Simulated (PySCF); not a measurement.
Species: C5H8NO (charge -1).
Structure used (GFN2-xTB), in Å, numbered top down from 1:
```
atom  x, y, z in Å
C1    -0.9769   -0.9684    0.6421
C2    -0.5827    0.0632   -0.4681
C3    -0.3917    1.4488    0.2360
O4    -1.3522    0.0759   -1.5021
C5     0.9650   -0.3871   -0.9158
C6     1.9046   -0.4387    0.1302
N7     2.6392   -0.4658    1.0234
H8    -0.2384   -0.9977    1.4427
H9    -1.9456   -0.6894    1.0559
H10   -1.0699   -1.9601    0.2012
H11    0.3401    1.3921    1.0414
H12   -1.3495    1.7737    0.6415
H13   -0.0660    2.1870   -0.4957
H14    1.2666    0.3407   -1.6705
H15    0.8529   -1.3661   -1.3841
```

Structure optimised with GFN2-xTB, isolated species.

Take the most abundant isotopes and a rigid rotor. The values belong to one conformer with, in the numbering `[CH3:1][C:2]([CH3:3])([O-:4])[CH2:5][C:6]#[N:7]`, C1–C2–C5–C6 -56°.

Problem. What are A, B and C (MHz)?

Solution. Ia = 112.66, Ib = 282.74, Ic = 284.27 u·Å²; 505379 MHz·u·Å²/I gives A = 4486, B = 1787, C = 1778 MHz.

Problem. What kind of rotor is it?

Solution. A near-prolate asymmetric top. Ray's parameter κ = (2B − A − C)/(A − C) = -0.993; −1 is the prolate and +1 the oblate limit.

Problem. What does the inertial defect say?

Solution. Not planar: Δ = Ic − Ia − Ib = -111.13 u·Å². For a rigid frame Δ = −2 Σ m c², so Σ m c² = 55.57 u·Å² lies off the ab plane: 17.47 from hydrogen and 38.10 from heavier atoms. The atom farthest from that plane is 2.16 Å away.

Problem. List the rotational levels J(Ka,Kc) to J = 2 (MHz).

Solution. Above 0(0,0):
J = 1: 1(0,1) 3565, 1(1,1) 6264, 1(1,0) 6273
J = 2: 2(0,2) 10696, 2(1,2) 13385, 2(1,1) 13413, 2(2,1) 21509, 2(2,0) 21509

GFN2-xTB frequencies: not computed here. Zero-point vibration and centrifugal distortion are left out.
